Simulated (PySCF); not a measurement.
**Pb₂ at PBE0**

Level: PBE0. basis Pb cc-pVTZ-PP with ECP60; scalar-relativistic core potentials; PySCF 2.14.

| Item | Value |
| --- | --- |
| state | ³Σg⁻ (triplet), unpaired electrons π ↑↑ |
| bond length | 2.877 Å |
| harmonic wavenumber | 140 cm⁻¹ |
| force constant | 1.20 mdyn/Å |
| rotational constant Be | 0.01959 cm⁻¹ |
| anharmonicity ωexe | 0.161 cm⁻¹ |
| vibration–rotation constant αe | 3.39e-05 cm⁻¹ |
| well depth De to Pb + Pb | 2.17 eV |
| dissociation energy D0 | 2.16 eV |
| bond order (Mayer) | 1.96 |

These are scalar-relativistic numbers at best; spin–orbit coupling would shift them, the dissociation energy most. The state is the lowest determinant that a PBE0 search found; another state may lie lower at other levels.
